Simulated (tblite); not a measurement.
Species: C5H10ClNSi.
Geometry (GFN2-xTB, Å), atoms numbered from 1 in this order:
```
atom  x, y, z in Å
C1    -1.4600   -1.5546   -0.1676
C2    -0.5769   -0.4186   -0.6588
Si3   -1.5393    1.2469   -0.7326
Cl4   -0.1624   -0.7812   -2.3901
C5     0.7195   -0.3918    0.1415
C6     1.6935    0.7036   -0.3045
C7     2.9293    0.6102    0.4275
N8     3.9032    0.5240    1.0197
H9    -0.9293   -2.5059   -0.1953
H10   -2.3521   -1.6436   -0.7829
H11   -1.7682   -1.3610    0.8583
H12   -1.6918    1.7305    0.6420
H13   -2.8385    0.9608   -1.3316
H14   -0.7924    2.1974   -1.5512
H15    0.4624   -0.2377    1.1931
H16    1.2190   -1.3626    0.0600
H17    1.2639    1.6945   -0.1331
H18    1.9112    0.5955   -1.3707
```

Computed values, GFN2-xTB/tblite, gas phase, harmonic and unscaled. Errors from tens to a few hundred cm⁻¹ against measured bands are possible. Modes of hydrogen on silicon can be 10 to 20 % off. One conformer, not necessarily the lowest.

Harmonic wavenumbers (cm⁻¹): 51.1, 93.2, 116.9, 133.5, 170.8, 200.3, 229.9, 245.3, 313.3, 325.4, 392.8, 426.1, 483.5, 533.5, 570.6, 597.5, 694.1, 759.6, 777.0, 792.2, 805.5, 953.8, 992.2, 1003.2, 1054.4, 1078.2, 1113.8, 1146.0, 1184.1, 1250.5, 1262.5, 1345.4, 1413.9, 1424.1, 1474.2, 1486.8, 1498.9, 2256.3, 2300.8, 2311.2, 2413.8, 2947.2, 2961.0, 2964.5, 2971.8, 3008.2, 3019.2, 3037.7.

A = 2047, B = 795.1, C = 726.9 MHz; mass 147.027 u (most abundant isotopes); point group C1, symmetry number 1.

Problem. Zero-point energy?

Solution. Half the sum of the wavenumbers: 29293 cm⁻¹ = 350.42 kJ/mol.

Problem. What is S at 200 K and 1 bar for an ideal gas of classical rigid rotors and harmonic oscillators?

Solution. Translation 162.80, rotation 120.48, vibration 84.63: S = 367.9 J/(mol K).

Problem. And Cp and H(200 K) − H(0)?

Solution. Cp = 129.99 J/(mol K), of which vibrations give 96.73 (their classical limit is 48 R = 399.1); H(200 K) − H(0) = 16.28 kJ/mol without the zero-point energy, 9.63 from vibrations.

Problem. How do the functions run with temperature in this model?

Solution. 
```json
{"T (K)": "50", "S (J/(mol K))": "248.1", "Cp (J/(mol K))": "54.6", "H − H(0) (kJ/mol)": "2.04", "G − H(0) (kJ/mol)": "-10.36", "ln q(vib)": "0.40"}
{"T (K)": "100", "S (J/(mol K))": "295.2", "Cp (J/(mol K))": "83.7", "H − H(0) (kJ/mol)": "5.52", "G − H(0) (kJ/mol)": "-24.00", "ln q(vib)": "1.56"}
{"T (K)": "298.15", "S (J/(mol K))": "427.5", "Cp (J/(mol K))": "170.7", "H − H(0) (kJ/mol)": "31.06", "G − H(0) (kJ/mol)": "-96.40", "ln q(vib)": "7.22"}
{"T (K)": "373.15", "S (J/(mol K))": "468.9", "Cp (J/(mol K))": "198.9", "H − H(0) (kJ/mol)": "44.94", "G − H(0) (kJ/mol)": "-130.03", "ln q(vib)": "9.35"}
{"T (K)": "500", "S (J/(mol K))": "533.0", "Cp (J/(mol K))": "239.2", "H − H(0) (kJ/mol)": "72.83", "G − H(0) (kJ/mol)": "-193.65", "ln q(vib)": "12.85"}
{"T (K)": "750", "S (J/(mol K))": "641.5", "Cp (J/(mol K))": "295.8", "H − H(0) (kJ/mol)": "140.21", "G − H(0) (kJ/mol)": "-340.90", "ln q(vib)": "19.31"}
{"T (K)": "1000", "S (J/(mol K))": "732.0", "Cp (J/(mol K))": "333.2", "H − H(0) (kJ/mol)": "219.14", "G − H(0) (kJ/mol)": "-512.90", "ln q(vib)": "25.18"}
```

q(vib) and H(0) count from the zero-point level.

Problem. What must be added to the electronic energy to get the Gibbs energy at 200 K and 1 bar?

Solution. ZPE + [H(200 K) − H(0)] − T·S = 350.42 + 16.28 − 73.58 = 293.12 kJ/mol.

Problem. Blend soft modes into free rotors: weight 1/[1 + (100 cm⁻¹/ν̃)⁴] for the oscillator and the rest for a rotor with moment μB/(μ + B), μ = h/(8π²ν), B = 10⁻⁴⁴ kg m². What vibrational entropy results?

Solution. 80.85 J/(mol K) in place of 84.63, which changes −T·S at 200 K by +0.76 kJ/mol.

Hindered rotation and anharmonicity are outside this model. Other conformers, if any are populated, would add a mixing term that is left out. The structure is chiral; the term R ln 2 for an equal mix with its mirror image is left out.

Time: 1.3 s. Hardware: Arm Neoverse N1, one thread, shared host with 64 logical CPUs at a one-minute load of 62. The figure is for the frequency step alone.
